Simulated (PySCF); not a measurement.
The multiplicity is imposed and other spin states were not computed.

Cartesian coordinates (Å):
```xyz
8

Au     0.0516     0.1362     0.0923
N      0.5487     2.9510     1.4302
C      0.3627     1.8974     0.9295
H      0.7075     3.8525     1.8583
C     -0.2730    -1.7004    -0.7810
H     -0.3222    -2.5039    -0.0161
H      0.5428    -1.9559    -1.4897
H     -1.2290    -1.7109    -1.3461
```
Charge 0, spin multiplicity 1.

Problem. Estimate the total energy, charge on the central atom (Mulliken) and LUMO that TPSSh-D3(BJ)/def2-TZVP // PBE-D3(BJ)/def2-SVP (PySCF 2.14.0) returns for this input.

Solution. 
```yaml
total_energy: -269.1225 Ha
charge on the central atom (Mulliken): 0.16 e
LUMO: -1.49 eV
```
